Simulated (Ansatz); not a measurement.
Cs₈Cl₈ (started as a model of: 1x4x4 CsCl rock-salt block). The state is a singlet with charge 0. Geometry PBE-D4/def2-SVP.

```
atom    x (Å)    y (Å)    z (Å)
 Cs1   2.9874   5.2543   3.2229
 Cl2   4.0515   2.4034   2.2653
 Cs3   4.6509  -0.9266   2.3217
 Cl4   5.4330  -3.8761   1.3233
 Cl5   0.3849   4.9938   1.3979
 Cs6   1.4438   2.0137   0.0737
 Cl7   1.8302  -1.3289   0.5078
 Cs8   2.8051  -4.4241  -0.4375
 Cs9  -2.8103   4.4183   0.4460
Cl10  -1.8211   1.3368  -0.5276
Cs11  -1.4383  -2.0047  -0.0823
Cl12  -0.3936  -5.0003  -1.3808
Cl13  -5.4416   3.8656  -1.3072
Cs14  -4.6413   0.9329  -2.3407
Cl15  -4.0461  -2.3977  -2.2735
Cs16  -2.9945  -5.2604  -3.2090
```

In the def2 sets Cs takes a core potential; there is no spin–orbit coupling.

Question: Estimate the orbital energies around the gap (eV) in Ansatz with PBE-D4/def2-SVP, r2SCAN-D4/def2-SVP, PBE0-D4/def2-SVP.

Answer: 
```tsv
orbital	PBE-D4/def2-SVP	r2SCAN-D4/def2-SVP	PBE0-D4/def2-SVP
HOMO−5	-4.61	-4.83	-5.87
HOMO−4	-4.61	-4.83	-5.87
HOMO−3	-4.51	-4.74	-5.78
HOMO−2	-4.51	-4.74	-5.78
HOMO−1	-4.50	-4.74	-5.77
HOMO	-4.50	-4.73	-5.77
LUMO	-1.34	-0.76	-0.88
LUMO+1	-1.31	-0.72	-0.85
LUMO+2	-0.81	-0.31	-0.35
LUMO+3	-0.64	-0.14	-0.19
LUMO+4	-0.41	-0.02	-0.06
LUMO+5	-0.40	0.06	-0.01
```
